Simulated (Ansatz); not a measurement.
System: LaF2 (charge 0, doublet). The spin state was set by rule; other spins were not relaxed. 
Coordinates optimised at B3LYP-D3(BJ)/def2-TZVP (Ansatz, a first-principles code):
```
La
F 1 2.1292
F 1 2.1292 2 111.65
```
Charge 0, spin multiplicity 2.

Question: Give the harmonic wavenumbers at B3LYP-D3(BJ)/def2-TZVP (Ansatz, finite differences of forces, unscaled).

Answer: 114, 526, 538 cm⁻¹. Zero-point energy 1.7 kcal/mol.

Question: From these and the geometry, give the ideal-gas thermochemistry at 298.15 K and 1 atm (rigid rotor, harmonic oscillator).

Answer: Point group C2v, rotational symmetry number 2. Rotational constants 11.84, 4.286, 3.147 GHz. S(trans) 41.42, S(rot) 23.73, S(vib) 4.36, S(elec, spin only) 1.38, S 70.9 cal/(mol K). H(298) - H(0) 3.07 kcal/mol; G - E(el) -16.4 kcal/mol.
